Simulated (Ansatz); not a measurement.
`OP/N=C/CCl` + `CC[SiH2]C` → `CC[SiH2]PO` + `C/N=C\CCl`  (formal exchange of groups at a P–N bond)

Computed with Ansatz on PBE0-D4/def2-TZVP structures; ΔE is electronic, products minus reactants. CCSD(T)/CBS is the MP2 limit (def2-TZVPP, def2-QZVPP) plus CCSD(T) − MP2 in def2-TZVPP, frozen cores. Double bonds are as drawn, so ΔE can hold a change between cis and trans. Functionals use def2-TZVPP. B3LYP here is the variant with VWN-RPA as its local correlation; programs differ in this. One conformer a species, not always the lowest.

```csv
level,ΔE (kJ/mol),difference from CCSD(T)/CBS
PBE-D4,61.6,-11.7
r2SCAN-D4,72.6,-0.7
PBE0-D4,65.3,-8.0
B3LYP-D4,70.8,-2.5
ωB97X-V,71.7,-1.6
ωB97M-V,78.9,5.6
B2PLYP,77.5,4.2
PBE,64.1,-9.2
r2SCAN,73.2,-0.1
PBE0,67.7,-5.6
B3LYP,74.8,1.5
HF/def2-TZVPP,85.8,12.5
MP2/def2-TZVPP,80.4,7.1
SCS-MP2/def2-TZVPP,79.8,6.5
CCSD/def2-TZVPP,75.3,2.0
CCSD(T)/def2-TZVPP,74.0,0.7
HF/def2-QZVPP,86.7,13.4
MP2/def2-QZVPP,80.3,7.0
SCS-MP2/def2-QZVPP,79.6,6.3
HF/CBS(def2),86.8,13.5
MP2/CBS(def2),79.7,6.4
CCSD/CBS(def2),74.5,1.2
CCSD(T)/CBS,73.3,0
```

Largest T1 diagnostic among the species: 0.013.

From PBE to PBE0 (25 % exact exchange), in def2-TZVPP and without D4, ΔE moves by +3.6 kJ/mol. The D4 term adds −4.0 kJ/mol with B3LYP and −2.3 kJ/mol with PBE0; it sums over pairs of atoms, weighted by their polarisabilities, and B3LYP, whose exchange is more repulsive, gets the larger term.

CCSD(T)/CBS has its own doubt, a few kJ/mol and more with outer-core shells, so smaller differences from it don't rank the levels.
